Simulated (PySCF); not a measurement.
C2H5O2, SMILES O[CH]CO, multiplicity 2. Atoms are numbered in the order given.

```xyz
9

O      1.4366    -0.0156    -0.3426
C      0.4828    -0.7385     0.3249
C     -0.9055    -0.3213    -0.0185
O     -1.1100     1.0679     0.1342
H      2.3170    -0.2964    -0.0641
H      0.7158    -1.7806     0.5799
H     -1.1501    -0.6387    -1.0627
H     -1.6161    -0.8463     0.6407
H     -0.3430     1.5019    -0.2650
```
Charge 0, spin multiplicity 2.

The structure is a stationary point at B3LYP-D3(BJ)/def2-SVP. The isomer is the one that the SMILES or the coordinates give; other isomers of the formula were not compared. One conformer was computed; it need not be the lowest.

Two levels are set side by side: PBE/pcH-1 (PySCF) and B3LYP/pcH-1 (PySCF). Contact hyperfine couplings, same geometry. Differences are taken from unrounded values.

```csv
quantity,B3LYP
"A(iso) of 17O, atom O1 (MHz)",-17.9
"A(iso) of 13C, atom C2 (MHz)",175.2
"A(iso) of 13C, atom C3 (MHz)",-28.1
"A(iso) of 17O, atom O4 (MHz)",-8.7
"A(iso) of 1H, atom H5 (MHz)",-6.4
"A(iso) of 1H, atom H6 (MHz)",-30.1
"A(iso) of 1H, atom H7 (MHz)",105.7
"A(iso) of 1H, atom H8 (MHz)",16.9
"A(iso) of 1H, atom H9 (MHz)",-2.0
```

What does PBE give, and how far is it from B3LYP? (Estimate from the structure and the level; the computed values follow.)


```
quantity                        PBE  PBE minus B3LYP
----------------------------  -----  ---------------
A(iso) of 17O, atom O1 (MHz)  -10.9              7.1
A(iso) of 13C, atom C2 (MHz)  153.0            -22.2
A(iso) of 13C, atom C3 (MHz)  -25.8              2.3
A(iso) of 17O, atom O4 (MHz)   -9.1             -0.5
A(iso) of 1H, atom H5 (MHz)    -5.5              0.9
A(iso) of 1H, atom H6 (MHz)   -26.9              3.2
A(iso) of 1H, atom H7 (MHz)   103.0             -2.6
A(iso) of 1H, atom H8 (MHz)    16.2             -0.6
A(iso) of 1H, atom H9 (MHz)    -2.0              0.1
```

Rough cost on one machine, each run with all the roots and properties that it gave: B3LYP against PBE within a factor of 2.
